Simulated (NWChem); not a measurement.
Correlation energy of HSi

```xyz
2

Si     0.0000     0.0000     0.1027
H      0.0000     0.0000    -1.4375
```
Charge 0, spin multiplicity 2.

The numbers come from NWChem runs, not from measurements. The geometry was optimised at UPBE0/def2-SVP, a minimum by its harmonic frequencies.

Basis set: cc-pVDZ. Each correlation energy counts from its own Hartree-Fock reference.

The correlated methods keep 5 core orbitals frozen. This spin state was chosen for the runs; another may lie lower. The structure started from a generated list of species. The unpaired electrons of the parent sit in orbitals of symmetry b2 (C2v labels of the run); other states weren't searched. The stability of the SCF solutions was not checked. Open-shell Hartree-Fock references start from PBE0 orbitals. Coupled-cluster values serve here as a point of comparison, not as the truth.

Order these methods by the correlation energy they give, lowest first: CCSD[T] on UHF, CCSD on ROHF, SCS-UMP2, URI-MP2, CCSD(T) on ROHF.

CCSD(T) on ROHF (-95.2 mHa), CCSD on ROHF (-93.3 mHa), CCSD[T] on UHF (-91.0 mHa), SCS-UMP2 (-71.1 mHa), URI-MP2 (-64.8 mHa)
